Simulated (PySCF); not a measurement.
Ge2H7PS.
SMILES with atom numbers: `[PH2:1][GeH2:2][S:3][GeH3:4]` (hydrogens: H5, H6 on P1; H7, H8 on Ge2; H9, H10, H11 on Ge4)

Method used: PBE0-D3(BJ)/def2-SVP geometry optimisation, gas phase (PySCF).

Question: Give the optimised bond lengths and angles.

Answer: 
```csv
bond,length (Å),order
P1–Ge2,2.327,single
Ge2–S3,2.229,single
S3–Ge4,2.233,single
"P1–H5, P1–H6",1.429,single
"Ge2–H7, Ge2–H8",1.540,single
"Ge4–H9, Ge4–H10, Ge4–H11",1.538,single
```

Bonds in one row agree within 0.01 Å and their mean is given. Orders are formal, as drawn. A selection of angles:
```csv
angle,degrees
Ge2–P1–H5,93.1
H5–P1–H6,93.8
P1–Ge2–S3,108.1
P1–Ge2–H7,114.4
P1–Ge2–H8,108.4
S3–Ge2–H7,105.0
S3–Ge2–H8,110.2
H7–Ge2–H8,110.6
Ge2–S3–Ge4,99.7
S3–Ge4–H9,110.7
S3–Ge4–H10,105.3
S3–Ge4–H11,109.4
H9–Ge4–H10,110.4
H10–Ge4–H11,110.9
```

Dihedral angles: P1–Ge2–S3–Ge4 -53° (synclinal). The mirror-image conformer, all signs reversed, is as good.

Ge4 (germanium bonded to S and 3 H) is distorted tetrahedral (angles from 105.3° to 110.9°). P1 (three-coordinate phosphorus) is pyramidal (angles 93.8°, 93.7° and 93.1°, sum 280.5°, 0.87 Å off the plane of its three neighbours). Ge2 (germanium bonded to P, S and 2 H) is distorted tetrahedral (angles from 105.0° to 114.4°). S3 (sulfur bonded to 2 Ge) is bent (angle 99.7°).

Point group: C1 (no symmetry element, even within 0.4 Å). Whether it is a minimum is left open (no frequencies). The numbers are those of one conformer (H–P1–Ge2–S3 -76° and -170°, P1–Ge2–S3–Ge4 -53°).

Time: 97 s; peak memory 0.58 GiB. Hardware: an Arm Neoverse V2 with one thread, on a shared host. That covers the optimisation of the geometry.
